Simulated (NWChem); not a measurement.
System: bromine monochloride (BrCl); SMILES ClBr

All runs: NWChem. The geometry was optimised at PBE0/def2-SVP.

For level CAM-B3LYP/def2-TZVPD:

```
Property                     Result
---------------------------  ------
highest occupied level (eV)   -9.81
orbital gap (eV)               7.31
```

Task: What are these values for level BLYP/def2-TZVPD?

Result: The highest occupied level (eV) is -6.96 and the orbital gap (eV) is 2.47.
